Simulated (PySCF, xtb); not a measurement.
C₃H₉BN₂, SMILES C(C=C)B(N)N. Other conformers were not sampled.

Harmonic wavenumbers (cm⁻¹) from GFN2-xTB in xtb at its own minimum, in rising order: 14, 75, 177, 296, 342, 369, 418, 469, 471, 492, 518, 620, 781, 792, 861, 881, 888, 956, 1021, 1060, 1183, 1228, 1276, 1301, 1404, 1420, 1485, 1542, 1544, 1712, 2964, 2994, 3039, 3091, 3112, 3509, 3512, 3557, 3562.

What does PBE-D3(BJ)/def2-SVP in PySCF give at its own minimum? (The exact figures need the calculation; the answer reports its results.)

60, 91, 212, 284, 314, 359, 378, 402, 449, 498, 604, 624, 767, 800, 841, 870, 902, 930, 992, 1034, 1138, 1180, 1268, 1276, 1360, 1392, 1393, 1534, 1554, 1659, 2957, 3011, 3055, 3064, 3160, 3516, 3534, 3624, 3637. Paired by order, the mean absolute difference is 30 cm⁻¹ and the zero-point energies are 78.5 and 78.2 kcal/mol.
